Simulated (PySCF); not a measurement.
Species: C3H5NSi2.
Numbering: `[CH:1]#[C:2][Si@H:3]([SiH3:4])[C:5]#[N:6]` (hydrogens: H7 on C1; H8 on Si3; H9, H10, H11 on Si4)

Method: PySCF, PBE0-D3(BJ)/def2-SVP geometry optimisation, gas phase; density fitting, grid level 1; the optimiser is geomeTRIC in internal coordinates, started from a GFN2-xTB structure with every atom displaced at random (about 0.01 Å).

Step 0: E = -20414.4490 eV
```
atom  x, y, z in Å  |  force x, y, z in eV/Å
C1      2.6376   -1.0953    0.1072   -3.260   2.370   0.279
C2      1.6426   -0.3677    0.1924    0.872  -1.073   0.004
Si3     0.0933    0.6613    0.3189    2.029   0.380  -0.470
Si4    -1.7936   -0.6015    0.3031   -1.129  -0.011   0.656
C5      0.2081    1.7254   -1.2182   -0.408  -1.143   1.625
N6      0.2215    2.3791   -2.1590    0.079   1.066  -1.543
H7      3.4826   -1.6794    0.0238    1.708  -1.194  -0.155
H8      0.3368    1.6185    1.4276   -0.309  -0.017   0.202
H9     -1.9216   -1.4246   -0.8776    0.152  -0.452  -0.855
H10    -3.0159    0.2506    0.3838    0.059   0.208  -0.027
H11    -1.8534   -1.4923    1.4823    0.208  -0.134   0.285
```

Step 1: E = -20414.6733 eV
```
atom  x, y, z in Å  |  force x, y, z in eV/Å
C1      2.5614   -1.1633    0.1435    0.080   0.151  -0.047
C2      1.6338   -0.3756    0.2028   -0.069   0.012   0.020
Si3     0.1633    0.7224    0.3011    0.330  -0.196  -0.146
Si4    -1.7526   -0.6043    0.2968   -0.268   0.031   0.142
C5      0.1320    1.7730   -1.2359    0.068   0.062   0.024
N6      0.0986    2.4333   -2.1893   -0.041  -0.040   0.017
H7      3.4248   -1.8080    0.0710   -0.171   0.018   0.039
H8      0.2752    1.6449    1.4605   -0.023   0.029   0.034
H9     -1.8097   -1.4269   -0.9374    0.065  -0.052  -0.129
H10    -2.9610    0.2666    0.3760   -0.026   0.047  -0.021
H11    -1.7279   -1.4880    1.4951    0.053  -0.061   0.065
```

Q: Estimate the geometry and energy of step 2. (The exact step hangs on the optimiser's Hessian estimate; all steps are aligned on step 1, rigid shifts and turns removed.)

A: E = -20414.6829 eV, largest force 0.144 eV/Å
```
atom  x, y, z in Å  |  force x, y, z in eV/Å
C1      2.5671   -1.1527    0.1413    0.095   0.050  -0.026
C2      1.6379   -0.3698    0.1974   -0.051  -0.003   0.009
Si3     0.1707    0.7137    0.2943    0.065  -0.039  -0.043
Si4    -1.7636   -0.6052    0.3023   -0.129   0.000   0.063
C5      0.1374    1.7728   -1.2355    0.040   0.036   0.018
N6      0.0945    2.4345   -2.1873   -0.032  -0.015  -0.008
H7      3.4165   -1.8112    0.0799   -0.038  -0.034   0.016
H8      0.2780    1.6378    1.4561   -0.018   0.005   0.008
H9     -1.8040   -1.4244   -0.9432    0.026   0.002  -0.010
H10    -2.9700    0.2738    0.3769    0.021  -0.003  -0.013
H11    -1.7265   -1.4951    1.5021    0.021   0.000  -0.015
```

The energy changes by -0.0096 eV. The first-order estimate −F·Δx gives -0.0150 eV and the mean of the old and new forces, exact on a quadratic surface, -0.0097 eV. The step makes an angle of 45° with the force vector and moves no atom by more than 0.013 Å.

What follows is the cost of the whole optimisation. Hardware: an Intel Xeon 6975P-C with one thread, on a shared host. Cost: 16 s of wall time, 0.51 GiB resident at most.
